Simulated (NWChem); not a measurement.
All runs are NWChem calculations. System: CH3FSi, charge 1, spin multiplicity 2, at the geometry of a parent with another charge or spin, in a state set for the comparison that need not be this species' ground state. Its SCF solution wasn't tested for a lower state. Level: UB3LYP/6-311G** (spherical d), VWN1-RPA local correlation.

NWChem printed:

```
             Northwest Computational Chemistry Package (NWChem) 7.3.0
             --------------------------------------------------------

                                NWChem Input Module
                                -------------------

 Scaling coordinates for geometry "geometry" by  1.889725989
 (inverse scale =  0.529177249)

 Turning off AUTOSYM since
 SYMMETRY directive was detected!

                             Geometry "geometry" -> ""
                             -------------------------

 Output coordinates in angstroms (scale by  1.889725989 to convert to a.u.)

  No.       Tag          Charge          X              Y              Z
 ---- ---------------- ---------- -------------- -------------- --------------
    1 Si                  14.0000     0.07293000    -0.68222700     0.00000000
    2 F                    9.0000     1.33035000     0.38331000     0.00000000
    3 C                    6.0000    -1.35112800     0.58427100     0.00000000
    4 H                    1.0000    -2.34671600     0.11163200     0.00000000
    5 H                    1.0000    -1.27034100     1.24206700    -0.88611600
    6 H                    1.0000    -1.27034100     1.24206700     0.88611600

 Effective nuclear repulsion energy (a.u.)      97.3305136870

            Nuclear Dipole moment (a.u.)
            ----------------------------
        X                 Y               Z
 ---------------- ---------------- ----------------
     0.0000075589     0.0000075589     0.0000000000

      Symmetry information
      --------------------

 Group name             Cs
 Group number              2
 Group order               2
 No. of unique centers     5

      Symmetry unique atoms

     1    2    3    4    5


 Summary of "ao basis" -> "" (spherical)
 ------------------------------------------------------------------------------
       Tag                 Description            Shells   Functions and Types
 ---------------- ------------------------------  ------  ---------------------
 *                          6-311g**                  on all atoms

                                 NWChem DFT Module
                                 -----------------

 Summary of "ao basis" -> "ao basis" (spherical)
 ------------------------------------------------------------------------------
       Tag                 Description            Shells   Functions and Types
 ---------------- ------------------------------  ------  ---------------------
 Si                         6-311g**                12       26   6s5p1d
 F                          6-311g**                 8       18   4s3p1d
 C                          6-311g**                 8       18   4s3p1d
 H                          6-311g**                 4        6   3s1p

 Summary of "ao basis" -> "ao basis" (spherical)
 ------------------------------------------------------------------------------
       Tag                 Description            Shells   Functions and Types
 ---------------- ------------------------------  ------  ---------------------
 Si                         6-311g**                12       26   6s5p1d
 F                          6-311g**                 8       18   4s3p1d
 C                          6-311g**                 8       18   4s3p1d
 H                          6-311g**                 4        6   3s1p

      Symmetry analysis of basis
      --------------------------

        a'         56
        a"         24

            General Information
            -------------------
          SCF calculation type: DFT
          Wavefunction type:  spin polarized.
          No. of atoms     :     6
          No. of electrons :    31
           Alpha electrons :    16
            Beta electrons :    15
          Charge           :     1
          Spin multiplicity:     2
          Use of symmetry is: on ; symmetry adaption is: on
          Maximum number of iterations: 100
          AO basis - number of functions:    80
                     number of shells:    40
          Convergence on energy requested:  1.00D-06
          Convergence on density requested:  1.00D-05
          Convergence on gradient requested:  5.00D-04

              XC Information
[...]
    54      1.485739  3 C  s                  6     -1.015613  1 Si s
    20     -0.734485  1 Si py                17     -0.523719  1 Si py
    55      0.418446  3 C  px                36      0.372807  2 F  s
    71     -0.277215  5 H  s                 77     -0.277215  6 H  s
    19      0.256499  1 Si px                50      0.220242  3 C  s

                     DFT Final Beta Molecular Orbital Analysis
                     -----------------------------------------

 Vector   13  Occ=1.000000D+00  E=-6.506790D-01  Symmetry=a'
              MO Center= -6.9D-01,  3.2D-01, -2.2D-12, r^2= 2.4D+00
   Bfn.  Coefficient  Atom+Function         Bfn.  Coefficient  Atom+Function
  ----- ------------  ---------------      ----- ------------  ---------------
     5      0.248994  1 Si s                 52     -0.239970  3 C  py
    34      0.199169  2 F  py                16     -0.184372  1 Si px
    38      0.174614  2 F  py                 6      0.168917  1 Si s
    48     -0.163481  3 C  py                56     -0.163831  3 C  py
    30      0.138833  2 F  py                70     -0.125025  5 H  s

 Vector   14  Occ=1.000000D+00  E=-6.419939D-01  Symmetry=a"
              MO Center= -8.9D-01,  7.7D-01,  2.0D-12, r^2= 2.0D+00
   Bfn.  Coefficient  Atom+Function         Bfn.  Coefficient  Atom+Function
  ----- ------------  ---------------      ----- ------------  ---------------
    53      0.284664  3 C  pz                57      0.239347  3 C  pz
    49      0.193366  3 C  pz                35     -0.181925  2 F  pz
    39     -0.179767  2 F  pz                70     -0.170906  5 H  s
    76      0.170906  6 H  s                 69     -0.134150  5 H  s
    75      0.134150  6 H  s                 31     -0.129480  2 F  pz

 Vector   15  Occ=1.000000D+00  E=-6.228830D-01  Symmetry=a'
              MO Center= -5.1D-01,  1.7D-01,  3.9D-13, r^2= 3.0D+00
   Bfn.  Coefficient  Atom+Function         Bfn.  Coefficient  Atom+Function
  ----- ------------  ---------------      ----- ------------  ---------------
     5      0.268466  1 Si s                 33      0.264695  2 F  px
    37      0.247268  2 F  px                51      0.232380  3 C  px
     6      0.206391  1 Si s                 64     -0.199880  4 H  s
    29      0.185412  2 F  px                47      0.155560  3 C  px
    55      0.138407  3 C  px                63     -0.135279  4 H  s

 Vector   16  Occ=0.000000D+00  E=-4.288963D-01  Symmetry=a'
              MO Center= -1.5D-01, -6.4D-01, -7.1D-15, r^2= 2.6D+00
   Bfn.  Coefficient  Atom+Function         Bfn.  Coefficient  Atom+Function
  ----- ------------  ---------------      ----- ------------  ---------------
     6      0.506255  1 Si s                 17     -0.301782  1 Si py
     5      0.283787  1 Si s                 54     -0.243160  3 C  s
    56      0.189515  3 C  py                14     -0.179885  1 Si py
    52      0.164288  3 C  py                38      0.159325  2 F  py
     4     -0.153732  1 Si s                 51     -0.150905  3 C  px

 Vector   17  Occ=0.000000D+00  E=-3.343229D-01  Symmetry=a"
              MO Center=  3.2D-02, -6.1D-01, -5.4D-15, r^2= 2.5D+00
   Bfn.  Coefficient  Atom+Function         Bfn.  Coefficient  Atom+Function
  ----- ------------  ---------------      ----- ------------  ---------------
    18      0.602550  1 Si pz                21      0.315315  1 Si pz
    15      0.243720  1 Si pz                39     -0.181796  2 F  pz
    12     -0.176052  1 Si pz                35     -0.134544  2 F  pz
    71      0.131046  5 H  s                 77     -0.131046  6 H  s
     9     -0.101959  1 Si pz                31     -0.100508  2 F  pz

 Vector   18  Occ=0.000000D+00  E=-2.190144D-01  Symmetry=a'
              MO Center=  1.4D-01, -7.8D-01,  2.3D-14, r^2= 3.4D+00
   Bfn.  Coefficient  Atom+Function         Bfn.  Coefficient  Atom+Function
  ----- ------------  ---------------      ----- ------------  ---------------
    19      0.645701  1 Si px                16      0.537861  1 Si px
    36     -0.417489  2 F  s                 54      0.341300  3 C  s
    17      0.182873  1 Si py                38      0.168526  2 F  py
    13      0.140870  1 Si px                20      0.137722  1 Si py
    22     -0.135411  1 Si d -2              32     -0.130847  2 F  s

   alpha - beta orbital overlaps
   -----------------------------

   alpha      1      2      3      4      5      6      7      8      9     10
    beta      1      2      3      4      5      7      6      8      9     10
 overlap   1.000  1.000  1.000  1.000  1.000  0.896  0.896  1.000  0.999  0.991

   alpha     11     12     13     14     15     16     17     18     19     20
    beta     12     11     13     14     15     16     17     18     19     20
 overlap   0.972  0.999  0.932  0.999  0.956  0.993  0.999  0.995  0.985  0.982

   alpha     21     22     23     24     25     26     27     28     29     30
    beta     21     22     24     23     25     26     27     28     29     30
 overlap   1.000  0.990  0.979  0.997  0.985  0.993  0.996  0.992  0.998  0.954

   alpha     31     32     33     34     35     36     37     38     39     40
    beta     31     32     33     34     35     36     37     38     39     40
 overlap   0.949  0.984  0.995  0.994  0.981  0.996  0.996  0.996  0.998  1.000

   alpha     41     42     43     44     45     46     47     48     49     50
    beta     41     42     43     44     45     46     47     48     49     50
 overlap   1.000  0.999  0.978  1.000  0.922  0.935  1.000  1.000  1.000  0.996

   alpha     51     52     53     54     55     56     57     58     59     60
    beta     51     52     53     54     55     56     57     58     59     60
 overlap   0.996  1.000  0.999  1.000  1.000  1.000  1.000  1.000  0.999  1.000

   alpha     61     62     63     64     65     66     67     68     69     70
    beta     61     62     63     64     65     66     67     68     69     70
 overlap   0.999  1.000  1.000  1.000  1.000  0.996  0.997  0.996  0.997  1.000

   alpha     71     72     73     74     75     76     77     78     79     80
    beta     71     72     73     74     75     76     77     78     79     80
 overlap   1.000  1.000  1.000  1.000  1.000  0.991  0.991  1.000  1.000  1.000

     --------------------------
     Expectation value of S2:
     --------------------------
      <S2> =      0.7550 (Exact =     0.7500)

 center of mass
 --------------
 x =   0.18823561 y =  -0.06635536 z =   0.00000000

 moments of inertia (a.u.)
 ------------------
          87.625556648956          15.729346094672           0.000000000000
          15.729346094672         233.725488183998           0.000000000000
           0.000000000000           0.000000000000         310.047258315200

     Multipole analysis of the density
     ---------------------------------

     L   x y z        total         alpha         beta         nuclear
     -   - - -        -----         -----         ----         -------
     0   0 0 0      1.000000    -16.000000    -15.000000     32.000000

     1   1 0 0     -1.112414     -0.430360     -0.682062      0.000008
     1   0 1 0     -0.880141      0.187110     -1.067258      0.000008
     1   0 0 1      0.000000      0.000000      0.000000      0.000000

     2   2 0 0    -13.815777    -72.257227    -69.012809    127.454259
     2   1 1 0     -2.289604      7.227321      5.700647    -15.217571
     2   1 0 1     -0.000000     -0.000000     -0.000000      0.000000
     2   0 2 0    -12.541007    -32.398130    -26.511607     46.368730
     2   0 1 1     -0.000000      0.000000     -0.000000      0.000000
     2   0 0 2    -13.819877    -10.268198     -9.159690      5.608011

 Task  times  cpu:        1.9s     wall:        1.9s

 Total times  cpu:        1.9s     wall:        1.9s
```

Question: Write an NWChem input that would produce this output.

Answer: This is not unique; one that fits is 
```
start mol
memory heap 200 mb stack 900 mb global 1100 mb
charge 1
geometry units angstroms nocenter noautoz
  Si     0.072930    -0.682227     0.000000
  F      1.330350     0.383310     0.000000
  C     -1.351128     0.584271     0.000000
  H     -2.346716     0.111632     0.000000
  H     -1.270341     1.242067    -0.886116
  H     -1.270341     1.242067     0.886116
  symmetry group Cs
end
basis spherical
  * library 6-311g**
end
dft
  xc b3lyp
  odft
  mult 2
  semidirect memsize 60000000 filesize 0
  iterations 100
end
task dft energy
```
